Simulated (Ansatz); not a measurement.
Molecule: C2H5F2Si, net charge 0, doublet state. It need not be the lowest isomer of its formula. SMILES: [CH2][Si](C)(F)F
Structure (B3LYP-D3(BJ)/def2-TZVP (Ansatz, an electronic-structure program) minimum search):
```xyz
10

Si    -0.0357     0.0139    -0.0021
F     -0.0241     1.2209     1.0483
F     -0.0918     0.6690    -1.4608
C     -1.5596    -0.9646     0.2525
C      1.5532    -0.9176     0.1614
H     -2.0006    -1.1126     1.2316
H     -2.0741    -1.4647    -0.5599
H      1.6473    -1.3517     1.1586
H      1.6044    -1.7283    -0.5678
H      2.4043    -0.2536    -0.0044
```
Charge 0, spin multiplicity 2.

Atomisation energy built up term by term with Ansatz (kcal/mol; UHF references for open shells; valence terms freeze the core; atomic spin-orbit terms are left out). CBS(X,Y): correlation extrapolated as X^-3; Hartree-Fock from the larger set.

| term | basis | kcal/mol |
|---|---|---|
| Hartree-Fock | cc-pV(Q+d)Z | 732.35 |
| CCSD correlation | CBS(cc-pV(T+d)Z,cc-pV(Q+d)Z) | 208.59 |
| (T) | CBS(cc-pV(T+d)Z,cc-pV(Q+d)Z) | 12.48 |
| core correlation | cc-pwCVTZ | 2.38 |
| scalar relativity (X2C) | cc-pVTZ-DK against cc-pVTZ | -1.58 |
| sum: De |  | 954.2 |

(T) makes 1.3 % of the CCSD(T) atomisation energy; under 5 % is typical of single-reference molecules.
